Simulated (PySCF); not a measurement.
**Zn⁺: interval between two levels**

Zn⁺ [Ar] 3d10 4s1 [2S1/2, M_J = 1/2] → Zn⁺ [Ar] 3d9 4s2 [2D5/2, M_J = 5/2], as a difference of total energies. All numbers are calculated (PySCF 2.14, the two-component X2C-1e Hamiltonian, in x2c-SVPall-2c with one added diffuse shell each of s, d type (6s5p4d1f, 48 functions)). Correlated levels: [Ne] frozen; the 6 highest virtual spinors dropped. "Screened" scales the spin-orbit matrix elements by Boettger's factors to mimic the two-electron term; Breit and QED terms are absent.

```json
{"method": "GHF (spin-free)", "interval between two levels (cm⁻¹)": "58654", "error (cm⁻¹)": "-4068"}
{"method": "GMP2 (spin-free)", "interval between two levels (cm⁻¹)": "70801", "error (cm⁻¹)": "+8078"}
{"method": "GHF (screened spin-orbit)", "interval between two levels (cm⁻¹)": "57519", "error (cm⁻¹)": "-5203"}
{"method": "GMP2 (screened spin-orbit)", "interval between two levels (cm⁻¹)": "69671", "error (cm⁻¹)": "+6949"}
```

Reference: 62723 cm⁻¹ (measured; NIST Handbook of Basic Atomic Spectroscopic Data (Sansonetti and Martin, J. Phys. Chem. Ref. Data 34, 1559 (2005))).

Errors of the correlated levels include the incompleteness of this basis and the frozen core.
